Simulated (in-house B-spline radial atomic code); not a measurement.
Orbital energies and mean radii along the 37-electron series, configuration [Kr] 4d1. The effective charge is n√(-2ε), a non-relativistic measure. Computed with a B-spline radial code for spherical atoms: Dirac-Hartree-Fock, average of the configuration, finite nuclei.

```csv
ion,Z,energy of 3p3/2 (Eh),mean radius of 3p3/2 (bohr),energy of 4d3/2 (Eh),mean radius of 4d3/2 (bohr),energy of 3d3/2 (Eh),mean radius of 3d3/2 (bohr),energy of 4s1/2 (Eh),mean radius of 4s1/2 (bohr),effective charge of 3p3/2
Zr3+,40,-14.022,0.46256,-1.2414,1.8362,-8.4664,0.44896,-3.4931,1.2112,15.887
Nb4+,41,-15.84,0.44621,-1.8344,1.609,-10.025,0.42944,-4.3332,1.143,16.885
Mo5+,42,-17.786,0.43093,-2.5047,1.4468,-11.712,0.41159,-5.2514,1.0826,17.893
Tc6+,43,-19.857,0.41661,-3.2489,1.322,-13.523,0.3952,-6.2444,1.0285,18.906
Ru7+,44,-22.051,0.40318,-4.0649,1.2215,-15.456,0.38009,-7.3106,0.97995,19.923
Rh8+,45,-24.366,0.39055,-4.9511,1.1379,-17.509,0.36612,-8.449,0.93599,20.943
Pd9+,46,-26.801,0.37866,-5.9066,1.0668,-19.681,0.35315,-9.6587,0.89599,21.964
Ag10+,47,-29.354,0.36745,-6.9303,1.0053,-21.971,0.34107,-10.939,0.8594,22.986
Cd11+,48,-32.026,0.35686,-8.0217,0.95144,-24.379,0.32981,-12.291,0.82578,24.01
In12+,49,-34.815,0.34683,-9.1802,0.9037,-26.903,0.31926,-13.713,0.79477,25.033
Sn13+,50,-37.721,0.33734,-10.406,0.861,-29.544,0.30937,-15.205,0.76604,26.057
Sb14+,51,-40.745,0.32834,-11.697,0.82254,-32.301,0.30008,-16.768,0.73935,27.081
Te15+,52,-43.885,0.31978,-13.055,0.78765,-35.174,0.29133,-18.402,0.71448,28.106
I16+,53,-47.142,0.31165,-14.479,0.75582,-38.163,0.28307,-20.106,0.69122,29.13
Xe17+,54,-50.515,0.3039,-15.968,0.72665,-41.268,0.27526,-21.881,0.66942,30.154
```

Question: How does the screening of 3p3/2 change?

Answer: Z less the effective charge goes from 24.11 at Z = 40 to 23.85 at Z = 54.
